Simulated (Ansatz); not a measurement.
Total energies of `N[SiH2]C(F)F`.

```json
{"atom": "N1", "x (Å)": "-0.186", "y (Å)": "0.370", "z (Å)": "-1.602"}
{"atom": "Si2", "x (Å)": "-0.281", "y (Å)": "0.666", "z (Å)": "0.077"}
{"atom": "C3", "x (Å)": "0.280", "y (Å)": "-0.913", "z (Å)": "1.009"}
{"atom": "F4", "x (Å)": "1.563", "y (Å)": "-1.225", "z (Å)": "0.637"}
{"atom": "F5", "x (Å)": "0.291", "y (Å)": "-0.697", "z (Å)": "2.358"}
{"atom": "H6", "x (Å)": "0.693", "y (Å)": "0.246", "z (Å)": "-2.076"}
{"atom": "H7", "x (Å)": "-0.915", "y (Å)": "0.669", "z (Å)": "-2.227"}
{"atom": "H8", "x (Å)": "0.591", "y (Å)": "1.753", "z (Å)": "0.596"}
{"atom": "H9", "x (Å)": "-1.703", "y (Å)": "0.935", "z (Å)": "0.405"}
{"atom": "H10", "x (Å)": "-0.332", "y (Å)": "-1.804", "z (Å)": "0.823"}
```

The species carries charge 0 and has multiplicity 1. The geometry is a stationary point of PBE0-D4/def2-TZVP. It is one conformer, not always the lowest. Basis def2-TZVPP, Ansatz 0.2.0.

RPA on PBE orbitals: Hartree–Fock energy of these orbitals -583.13284 Eh, correlation -1.58953 Eh (frozen core).

| functional | kind | energy without D4 (Eh) | D4 term (kJ/mol) |
| --- | --- | --- | --- |
| LDA (SPW92) | LDA | -581.94554 | – |
| PBE | GGA | -584.74095 | -17.1 |
| revPBE | GGA | -585.03972 | -54.7 |
| BLYP | GGA | -585.14512 | -38.0 |
| r2SCAN | meta-GGA | -585.03859 | -4.2 |
| B97M-V | meta-GGA with VV10 | -585.04241 | – |
| PBE0 | global hybrid, 25 % exact exchange | -584.77692 | -14.3 |
| B3LYP | global hybrid, 20 % | -585.22830 | -27.4 |
| r2SCANh | meta-GGA hybrid, 10 % | -585.02115 | -4.4 |
| HSE06 (plane-wave form) | screened hybrid | -584.75722 | -13.3 |
| CAM-B3LYP | range-separated hybrid | -585.12228 | -14.4 |
| LC-ωPBE | long-range corrected hybrid | -584.94914 | – |
| ωB97X-V | range-separated hybrid GGA with VV10 | -585.06173 | – |
| ωB97M-V | range-separated hybrid meta-GGA with VV10 | -585.09057 | – |

(1) Give the same for r2SCAN0, BHLYP, B2PLYP, PBE-QIDH. (Estimate.)

B3LYP takes the VWN-RPA correlation (the form of Gaussian; ORCA's B3LYP/G). HSE06 is the plane-wave form, built on full-range PBE exchange. The double hybrids freeze the cores in their second-order part.

## Answers

(1) Ansatz gave: 
```
functional                   kind  energy without D4 (Eh)  D4 term (kJ/mol)
   r2SCAN0  meta-GGA hybrid, 25 %              -584.99631              -4.9
     BHLYP    global hybrid, 50 %              -585.07348             -20.1
    B2PLYP          double hybrid              -584.89662                 –
  PBE-QIDH          double hybrid              -584.65568                 –
```

LC-ωPBE has ω = 0.4 bohr⁻¹.
